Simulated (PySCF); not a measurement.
# Simulated absorption spectrum

C5H9OP.
Atom-mapped SMILES: `[CH3:1][O:2]/[CH:3]=[P:4]/[CH:5]1[CH2:6][CH2:7]1` (hydrogens: H8, H9, H10 on C1; H11 on C3; H12 on C5; H13, H14 on C6; H15, H16 on C7)

Geometry (PBE0-D3(BJ)/def2-SVP, Å), atoms numbered from 1 in this order:
```
atom  x, y, z in Å
C1     3.1065    0.6147    0.0084
O2     2.0144    0.5921   -0.8756
C3     0.8267    0.2717   -0.3635
P4     0.5007   -0.1138    1.2558
C5    -1.3139   -0.4340    1.1908
C6    -2.0302   -1.1260    0.0612
C7    -2.2984    0.3183    0.3355
H8     3.9907    0.8962   -0.5762
H9     2.9378    1.3470    0.8184
H10    3.2561   -0.3785    0.4688
H11    0.0653    0.2911   -1.1543
H12   -1.6702   -0.6900    2.1945
H13   -1.4388   -1.3894   -0.8214
H14   -2.8030   -1.8577    0.3138
H15   -1.8983    1.0663   -0.3560
H16   -3.2582    0.5945    0.7817
```

Computed with PySCF 2.14.0, density-fitted response routines, TDDFT CAM-B3LYP/def2-SVPD, vertical, gas phase, core orbitals frozen in the response.

Computed states:

```
state  E (eV)       f
   S1    4.87   0.185
   S2    5.12  0.0052
   S3    5.70  0.0045
   S4    6.38   0.061
   S5    6.59  0.0011
   S6    6.79  0.0000
   S7    6.90  0.0009
   S8    7.12  0.0080
   S9    7.20  0.0014
  S10    7.38   0.167
```

Broadening: Gaussians 0.5 eV wide at half height, area fixed by f = 4.319×10⁻⁹ ∫ε dν̃. The width is an assumption, not a result. The curve ends short of the highest state used, and states not computed would add to its high-energy end.

Problem. What does the envelope look like, and where are its maxima?

Solution. 
(λ (nm), ε (L mol⁻¹ cm⁻¹)): (182.8, 911), (185.5, 1336), (188.3, 2144), (191.0, 2920), (193.8, 3333), (196.5, 3178), (199.3, 2558), (202.0, 1799), (204.7, 1132), (207.5, 664), (210.2, 424), (213.0, 319), (215.7, 286), (218.4, 274), (221.2, 272), (223.9, 299), (226.7, 403), (229.4, 644), (232.2, 1121), (234.9, 1872), (237.6, 2947), (240.4, 4373), (243.1, 5938), (245.9, 7558), (248.6, 8891), (251.3, 9797), (254.1, 10146), (256.8, 9886), (259.6, 9080), (262.3, 7934), (265.1, 6552), (267.8, 5200), (270.5, 3953), (273.3, 2851), (276.0, 2001), (278.8, 1336), (281.5, 874), (284.2, 555), (287.0, 336), (289.7, 201), (292.5, 115), (295.2, 66), (298.0, 36), (300.7, 20)

Maxima: 254 nm (4.88 eV), ε about 10000, made up of S1 (99%); 194 nm (6.38 eV), ε about 3300, made up of S4 (99%) (ε in L mol⁻¹ cm⁻¹; maxima over ε = 5, shares over 10%).

Problem. Coming from long wavelengths, where does ε first pass 100 L mol⁻¹ cm⁻¹?

Solution. At about 293 nm (4.23 eV), 0.64 eV below S1.

Problem. On this curve, what absorbance would a 10⁻³ mol/L sample give at 248 nm over a 1 cm path?

Solution. 248 nm is 4.999 eV, where ε is about 8600 L mol⁻¹ cm⁻¹, so A = ε c l ≈ 8.6 (Beer–Lambert, with the gas-phase spectrum and the assumed width).

Problem. What would ε be at 4.88 eV, the highest of these maxima, with half the width (0.25 eV)?

Solution. About 20000 L mol⁻¹ cm⁻¹ against 10100, a factor of about 1.97; a lone state at its own centre would give exactly 2.

All these states lie below the vertical ionisation energy of 8.09 eV (ΔSCF).

One conformer stands for the species.
